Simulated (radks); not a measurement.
Task: All-electron atom: Re III in [Xe] 4f14 5d5. All-electron calculation, Dirac Kohn-Sham, PBE, spin-unpolarised, spherical densities, point nucleus; open shells are shared between the two j in proportion to 2j + 1; speed of light set to 1370.36 atomic units (10 times the physical value, a model run). Program: a radial shooting solver on a logarithmic mesh with Libxc functionals. Some entries of the table are withheld. Estimate them.

| orbital | occ. | eigenvalue (Ry) | <r> (bohr) |
|---|---|---|---|
| 1s1/2 | 2 | -4823.783 | 0.02018 |
| 2s1/2 | 2 | -796.7545 | 0.08518 |
| 2p1/2 | 2 | -764.2277 | 0.07202 |
| 2p3/2 | 4 | -763.3616 | 0.07210 |
| 3s1/2 | 2 | -183.7976 | 0.2161 |
| 3p1/2 | 2 | -168.6754 | (1) |
| 3p3/2 | 4 | -168.4900 | (2) |
| 3d3/2 | 4 | -140.3217 | 0.1808 |
| 3d5/2 | 6 | -140.2726 | 0.1809 |
| 4s1/2 | 2 | -38.19926 | 0.4807 |
| 4p1/2 | 2 | -31.83861 | 0.4872 |
| 4p3/2 | 4 | -31.79622 | 0.4875 |
| 4d3/2 | 4 | (3) | (4) |
| 4d5/2 | 6 | (5) | (6) |
| 5s1/2 | 2 | -6.28225 | 1.136 |
| 4f5/2 | 6 | -4.97117 | 0.5637 |
| 4f7/2 | 8 | -4.96918 | 0.5638 |
| 5p1/2 | 2 | -4.40677 | (7) |
| 5p3/2 | 4 | -4.40048 | (8) |
| 5d3/2 | 2 | -1.62291 | 1.747 |
| 5d5/2 | 3 | -1.62216 | 1.748 |

Result: 
(1) 3p1/2 <r> (bohr): 0.2062
(2) 3p3/2 <r> (bohr): 0.2064
(3) 4d3/2 eigenvalue (Ry): -20.19592
(4) 4d3/2 <r> (bohr): 0.5022
(5) 4d5/2 eigenvalue (Ry): -20.18626
(6) 4d5/2 <r> (bohr): 0.5023
(7) 5p1/2 <r> (bohr): 1.251
(8) 5p3/2 <r> (bohr): 1.252
